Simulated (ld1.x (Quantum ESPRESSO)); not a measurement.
# Transferability test, ultrasoft potential for potassium (K)

```
Element                 : K
Generator               : ld1.x (Quantum ESPRESSO) 7.5
Type                    : ultrasoft
Functional              : LDA (PZ)
Relativity              : scalar-relativistic
Frozen core             : [Ne]
Valence charge          : 9
Reference configuration : 3s2 3p6 4s1 4p0
Partial waves           : 3s (bound): rcut 1.70, rcutus 2.05 bohr; 4s (bound): rcut 1.70, rcutus 2.05 bohr; 3p (bound): rcut 2.00, rcutus 2.25 bohr; 4p (bound, empty): rcut 2.00, rcutus 2.25 bohr; 3d channel at 0.05 Ry: rcut 1.45, rcutus 1.70 bohr; 3d channel at 2.15 Ry: rcut 1.45, rcutus 1.70 bohr
Local potential         : all-electron potential smoothed inside 1.55 bohr (lloc = -2)
Core correction         : none
Augmentation charge     : built from norm-conserving waves at rcut, not smoothed further
```

Energies are relative to the spin-unpolarised reference configuration 3s2 3p6 4s1 4p0; without spin polarisation the order of configurations can differ from experiment. Spin-polarised rows fill each open shell by Hund’s rule, majority spin first.

(1) Give the all-electron excitation energy and the error of the potential for: 3s2 3p6 4s0 4p0; 3s2 3p6 4s0.5 4p0; 3s2 3p6 4s0 4p1; 3s1 3p6 4s1 4p0; 3s2 3p5 4s1 4p0; 3s2 3p6 4s1 4p0 (spin-polarised); 3s2 3p6 4s0.5 4p0 (spin-polarised).

A Bessel basis up to 400 Ry misses an occupied level by 0.54 Ry, so cutoffs and ghosts were not judged. The potential misses its own reference levels by up to 0.7 eV.

## Answers

(1)

| valence configuration | charge | ΔE all-electron (eV) | error AE − PS (meV) |
| --- | --- | --- | --- |
| 3s2 3p6 4s0 4p0 | +1 | 4.407 | +591 |
| 3s2 3p6 4s0.5 4p0 | +0.5 | 1.710 | +199 |
| 3s2 3p6 4s0 4p1 | 0 | 1.630 | +384 |
| 3s1 3p6 4s1 4p0 | +1 | 41.829 | -1068 |
| 3s2 3p5 4s1 4p0 | +1 | 24.963 | -947 |
| 3s2 3p6 4s1 4p0 (spin-polarised) | 0 | -0.140 | +23 |
| 3s2 3p6 4s0.5 4p0 (spin-polarised) | +0.5 | 1.660 | +216 |
